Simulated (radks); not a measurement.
Results of a calculation; reference values are marked as such.
Effect of the nuclear size on neutral zinc, [Ar] 3d10 4s2. Code: a radial shooting solver on a logarithmic mesh with Libxc functionals. Model: Dirac Kohn-Sham, relativistic LDA (MacDonald-Vosko exchange, VWN5 correlation), spin-unpolarised, spherical densities, finite nucleus; Fermi nuclear charge, rms radius 3.9283 fm. The rms radius is varied about that value; shifts are against it.

rms radius (fm)  total energy shift (eV)  density at nucleus (e/bohr^3)  1s1/2 shift (meV)  2s1/2 shift (meV)  2p1/2 shift (meV)  3s1/2 shift (meV)
3.4176                           -0.0564                      2.503e+04              -23.9              -2.28              0.198             -0.332
3.7869                           -0.0164                      2.489e+04              -6.93             -0.661              0.057             -0.096
3.9283                                 0                      2.484e+04              0.000              0.000              0.000              0.000
4.0933                            0.0198                      2.478e+04               8.39              0.800             -0.069              0.116
4.4272                            0.0623                      2.467e+04               26.4               2.52             -0.218              0.366

Slopes of the eigenvalues against <r^2> in GHz/fm^2, as finite differences over the two radii next to the reference (eigenvalue slopes, not the field-shift constants of lines): 1s1/2 1530, 2s1/2 146, 2p1/2 -12.7, 3s1/2 21.3.
